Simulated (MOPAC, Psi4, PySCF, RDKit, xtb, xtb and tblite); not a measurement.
Relaxed torsion scan: SMILES N#Cc1ccccc1C=O, singlet. Scanned: dihedral C3–C8–C9–O10; all other coordinates were relaxed at GFN2-xTB. Points at φ and −φ are mirror images.

Geometry of the scan point at 100° (Å):
```
15

N      2.7235     2.0963     0.1283
C      1.7389     1.5111     0.0957
C      0.5165     0.7998     0.0383
C     -0.6945     1.4908     0.0379
C     -1.8842     0.7908    -0.0292
C     -1.8738    -0.5942    -0.0888
C     -0.6739    -1.2870    -0.0782
C      0.5295    -0.5994    -0.0285
C      1.8310    -1.3234     0.0139
O      2.2892    -1.8511     0.9848
H     -0.6874     2.5692     0.0930
H     -2.8215     1.3258    -0.0308
H     -2.8041    -1.1395    -0.1351
H     -0.6651    -2.3660    -0.1125
H      2.3780    -1.3091    -0.9528
```

Computed with: GFN2-xTB (xtb and tblite); MMFF94 // GFN2-xTB (RDKit); PBE0/def2-SVP // GFN2-xTB (Psi4); PBE0-D3(BJ)/def2-SVP // GFN2-xTB (Psi4); PBE/def2-SVP // GFN2-xTB (Psi4); PBE-D3(BJ)/def2-SVP // GFN2-xTB (Psi4); UFF // GFN2-xTB (RDKit); PM6, restricted, heats of formation // GFN2-xTB (MOPAC); PM3, restricted, heats of formation // GFN2-xTB (MOPAC); GFN1-xTB // GFN2-xTB (xtb); RKS-B3LYP/6-31G* = restricted B3LYP/6-31G*, spherical d, density fitting // GFN2-xTB (PySCF); RMP2/6-31G* = restricted MP2 (frozen core)/6-31G*, spherical d // GFN2-xTB (PySCF 2.14.0); RHF/LANL2DZ = restricted Hartree-Fock/LANL2DZ, density fitting // GFN2-xTB run with PySCF; RHF/3-21G = restricted Hartree-Fock/3-21G, density fitting // GFN2-xTB (PySCF).

Least-squares fit of E(φ) = a0 + Σ (a_n cos nφ + b_n sin nφ), n = 1 to 4, to the 18 scan points, in kcal/mol above the lowest point of each profile (levels whose profile four harmonics don't fit are not listed):

| method | a0 | a1 | b1 | a2 | b2 | a3 | b3 | a4 | b4 | rms of fit |
|---|---|---|---|---|---|---|---|---|---|---|
| GFN2-xTB | 2.91 | 0.82 | 0.00 | -2.24 | 0.00 | -0.02 | 0.00 | 0.13 | 0.00 | 0.01 |
| MMFF94 | 4.12 | 1.40 | 0.00 | -3.07 | 0.00 | 0.08 | 0.00 | 0.48 | 0.00 | 0.03 |
| PBE0/def2-SVP | 5.10 | 1.24 | 0.00 | -4.11 | 0.00 | -0.03 | 0.00 | 0.24 | 0.00 | 0.01 |
| PBE0-D3(BJ)/def2-SVP | 5.08 | 1.22 | 0.00 | -4.12 | 0.00 | -0.04 | 0.00 | 0.24 | 0.00 | 0.01 |
| PBE/def2-SVP | 5.22 | 1.08 | 0.00 | -4.44 | 0.00 | -0.08 | 0.00 | 0.26 | 0.00 | 0.02 |
| PBE-D3(BJ)/def2-SVP | 5.21 | 1.06 | 0.00 | -4.46 | 0.00 | -0.09 | 0.00 | 0.26 | 0.00 | 0.02 |
| UFF | 3.69 | 0.85 | 0.00 | -3.47 | 0.00 | 0.12 | 0.00 | 0.82 | 0.00 | 0.04 |
| PM6 | 1.66 | 1.16 | 0.00 | -0.42 | 0.00 | 0.12 | 0.00 | 0.01 | 0.00 | 0.01 |
| PM3 | 1.35 | 1.20 | 0.00 | -0.02 | 0.00 | 0.21 | 0.00 | 0.06 | 0.00 | 0.02 |
| GFN1-xTB | 3.39 | 1.08 | 0.00 | -2.42 | 0.00 | 0.00 | 0.00 | 0.10 | 0.00 | 0.01 |
| RKS-B3LYP/6-31G* | 5.11 | 1.23 | 0.00 | -4.19 | 0.00 | -0.04 | 0.00 | 0.31 | 0.00 | 0.02 |
| RMP2/6-31G* | 4.44 | 1.04 | 0.00 | -3.72 | 0.00 | 0.00 | 0.00 | 0.36 | 0.00 | 0.02 |
| RHF/LANL2DZ | 5.06 | 1.88 | 0.00 | -3.44 | 0.00 | 0.04 | 0.00 | 0.34 | 0.00 | 0.02 |
| RHF/3-21G | 5.98 | 1.53 | 0.00 | -4.60 | 0.00 | 0.06 | 0.00 | 0.24 | 0.00 | 0.02 |
